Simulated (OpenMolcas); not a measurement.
# Rh5+: moving or changing the point charges

Rh5+ among 5 point charges of -2 e arranged as a trigonal bipyramid (D3h), 2.14 Å from the ion, with the axial distance 2.033 Å.
```
   2.1400    0.0000    0.0000  -2.00
  -1.0700    1.8533    0.0000  -2.00
  -1.0700   -1.8533    0.0000  -2.00
   0.0000    0.0000    2.0330  -2.00
   0.0000    0.0000   -2.0330  -2.00
```

| Item | Value |
| --- | --- |
| Program | OpenMolcas |
| Method | SS-CASPT2, IPEA 0.25 Eh, imaginary shift 0.1 Eh (closed shells correlated: 4s 4p) |
| Basis | ANO-RCC-VDZP [6s5p3d1f] |
| Scalar Hamiltonian | DKH2, point nucleus |
| Active space | 4 electrons in 5 orbitals (4d) |
| State averaging | 2S+1 = 5 even, 5 roots; 2S+1 = 3 even, 45 roots; 2S+1 = 1 even, 50 roots |
| Spin-orbit coupling | state interaction with AMFI integrals over the reference wave functions |

Runs around this geometry, states (labels of D3, the rotations of D3h). Energies in cm-1 above the lowest state or level, χT in cm3 K/mol.

| R (Å) | q (e) | Axial / equatorial distance | Ground state | First state of that spin | First gap with spin-orbit (degeneracies) | χT at 300 K | First state of another spin |
| --- | --- | --- | --- | --- | --- | --- | --- |
| 2.14 | -1.3 | 0.95 | 5A1 | 5E 3440 | 280 (1, 2) | 1.244 | 3E 21570 |
| 2.03 | -2 | 0.95 | 5A1 | 5E 6550 | 180 (1, 2) | 1.862 | 3E 21690 |
| 2.14 | -2 | 0.95 | 5A1 | 5E 5210 | 210 (1, 2) | 1.648 | 3E 21690 |
| 2.24 | -2 | 0.95 | 5A1 | 5E 4270 | 240 (1, 2) | 1.460 | 3E 21650 |
| 2.14 | -2 | 1.03 | 5A1 | 5E 3620 | 300 (1, 2) | 1.207 | 3A2 21440 |

Taking the first state of the same spin as R^-n, n = -ln(4270 / 6550) / ln(2.24 / 2.03) = 4.3 between the shortest and longest distance.

Scaling the charges by -1.3 / -2 = 0.65 scales the first state of the same spin by 3440 / 5210 = 0.66; with fixed orbitals a first-order splitting would follow the charge.

Roots that are degenerate in the reference are averaged as groups; the widest CASPT2 spread within a group is 190 cm-1 (the 2-fold group of multiplicity 5 near 7150 cm-1 above the lowest state of its run, R = 2.14, q = -2, ratio = 0.95). Shifts and gaps below about the spread of the groups concerned are not significant. Point charges give a weaker field than real ligands, and real ions of this kind are as a rule low spin; the high spin found here belongs to the model. Free-ion shares, where given, are those of the reference states; single-state CASPT2 does not remix them. The ground term spreads over less than 5000 cm-1, several times less than with real ligands, so orbital moments are less quenched and χT lies further from the spin-only value than at real sites (holds for R = 2.14, q = -1.3, ratio = 0.95; R = 2.14, q = -2, ratio = 1.03). Point charges carry no covalency, so the field is a model and not that of real ligands. No measured value stands beside these numbers.
